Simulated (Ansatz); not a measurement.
```yaml
crystal:
  periodic: [false, false, false]
  atoms:
    - {symbol: O, position_ang: [0.303763, -2.711676, -0.114581]}
    - {symbol: Al, position_ang: [0.079211, -1.044667, -0.060586]}
    - {symbol: C, position_ang: [0.365006, 0.321928, -1.408527]}
    - {symbol: S, position_ang: [0.703505, 1.681719, -0.251060]}
    - {symbol: C, position_ang: [-0.437296, 1.191076, 1.113870]}
    - {symbol: O, position_ang: [-0.478456, -0.184751, 1.313981]}
    - {symbol: H, position_ang: [0.190136, -3.306295, 0.624387]}
    - {symbol: H, position_ang: [-0.450198, 0.555154, -2.096483]}
    - {symbol: H, position_ang: [1.274431, 0.158081, -1.987973]}
    - {symbol: H, position_ang: [-0.046052, 1.707197, 1.995375]}
    - {symbol: H, position_ang: [-1.438652, 1.575435, 0.891996]}
basis:
  gaussian: {orbitals: cc-pVDZ}
hamiltonian: {xc: {name: HF}}
correlation: {method: mp2, frozen_orbitals: {O: 9}}
output: {forces: true}
```

```sh
$ ansatz run in.yaml --threads 4 --pin off --events-out ev --progress --plain --max-ram 10444MiB
```

How does Ansatz answer? (Best estimate.)

Ansatz gave: The input was rejected before any iteration.
```
Functional definition: HF
Error: "frozen_orbitals" has no count for Al
```
